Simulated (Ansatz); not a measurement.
A nudged elastic band was laid between two geometries of CH₃AsSi (6 atoms, charge 0, multiplicity 1).

Computed with RKS revPBE-D4/def2-SVP in Ansatz.

```
movable images  : 5
climbing image  : yes
spring          : 5.0 eV/Å²
optimiser       : quadratic models (default)
start path      : through a guess of the saddle point
force threshold : 0.05 eV/Å
iteration limit : 60
end points      : relaxed
```

Image 0:

```xyz
6
Properties=species:S:1:pos:R:3
Si -1.126 -1.357 -1.183
C -0.196 -0.266 -0.260
As 1.311 0.805 -0.022
H -2.359 -1.668 -0.352
H 0.640 2.119 0.423
H 1.731 0.367 1.394
```

Image 6:

```xyz
6
Properties=species:S:1:pos:R:3
Si -1.047 -1.304 -1.174
C -0.326 -0.238 -0.066
As 0.673 0.947 0.950
H -2.353 -1.780 -0.560
H 0.978 2.067 -0.063
H 2.074 0.306 0.913
```

(1) Which bonds break or form, and what moves?

(2) What energy profile does the band end with?

(3) What is the geometry of the highest image?

(4) What are the harmonic wavenumbers there?

## Answers

(1) No bond is made or broken. The height of As3 over the plane of its neighbours goes from 0.79 to -0.76 Å.

(2) The forces met the threshold. The highest image is number 3 of 0 to 6, 0.61 eV above the first end and 0.55 eV above the last; the last end lies 0.06 eV above the first. A vibrational analysis at the climbing image gives one clearly imaginary mode, 539i cm⁻¹: a first-order saddle point.

| image | path coordinate (Å) | energy (eV) | height of As3 over the plane of its neighbours (Å) |
| --- | --- | --- | --- |
| 0 | 0.00 | 0.00 | 0.79 |
| 1 | 0.28 | 0.10 | 0.60 |
| 2 | 0.56 | 0.40 | 0.32 |
| 3 | 0.84 | 0.61 | 0.00 |
| 4 | 1.22 | 0.29 | -0.43 |
| 5 | 1.60 | 0.08 | -0.71 |
| 6 | 1.98 | 0.06 | -0.76 |

(3) 
```xyz
6
Properties=species:S:1:pos:R:3
Si -1.159 -1.479 -1.284
C -0.278 -0.346 -0.295
As 0.875 0.772 0.394
H -2.333 -1.605 -0.291
H 0.872 2.268 0.177
H 2.023 0.390 1.300
```

(4) 539i, 135, 198, 450, 536, 579, 619, 926, 1186, 1967, 2214, 2226 cm⁻¹.

Run time: 2.1 min on 1 thread of Arm Neoverse V1, on a shared host, peak memory 0.14 GiB.
